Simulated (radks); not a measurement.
Spherical quantum dot in the effective-mass picture: electrons in a well V = -V0 / (1 + exp((r - R)/a)) with V0 = 5.06, R = 4.78, a = 0.45, all in effective atomic units (hartree* = m*/eps^2 hartree, bohr* = eps/m* bohr), one dielectric constant everywhere. Method: non-relativistic Kohn-Sham, LDA (Slater exchange, Perdew-Wang correlation), spin-polarised, spherical densities; computed with a radial shooting solver with Libxc functionals. Levels are named by radial order and angular momentum (1s, 1p, 1d, 2s, ...), and open shells are averaged over m. Results are scaled to m* = 0.424 and eps = 9.6, for which hartree* = 125.2 meV and bohr* = 1.198 nm.

N = 11, configuration 1s2 1p6 1d(up 3, down 0). This is the lowest configuration that the search found. Occupied and some empty levels:

| level | occupation | eigenvalue (meV) | <r> (nm) |
|---|---|---|---|
| 1s up | 1 | -214.97 | 3.458 |
| 1s down | 1 | -210.26 | 3.431 |
| 1p up | 3 | -196.20 | 3.728 |
| 1p down | 3 | -191.11 | 3.720 |
| 1d up | 3 | -166.94 | 3.950 |
| 1d down | 0 | -161.69 | 3.950 |
| 1f up | 0 | -129.28 | 4.140 |
| 2s up | 0 | -124.90 | 2.865 |
| 1f down | 0 | -124.03 | 4.145 |
| 2s down | 0 | -122.33 | 2.868 |
| 2p up | 0 | -80.378 | 3.357 |
| 2p down | 0 | -77.203 | 3.354 |

Energy (meV): total -4173.33, kinetic 551.64, external -6536.3, Hartree 2205.7, exchange-correlation -394.36.

Electron density:

| r (nm) | n(r) (e/nm^3) |
|---|---|
| 0.154 | 0.004154 |
| 0.733 | 0.005547 |
| 1.31 | 0.009023 |
| 1.89 | 0.01483 |
| 2.47 | 0.02229 |
| 3.05 | 0.02853 |
| 3.63 | 0.02877 |
| 4.21 | 0.02062 |
| 4.79 | 0.009291 |
| 5.37 | 0.002372 |
| 5.95 | 0.0003435 |
| 6.52 | 0.00003365 |
| 7.10 | 2.726e-06 |
| 7.68 | 2.129e-07 |
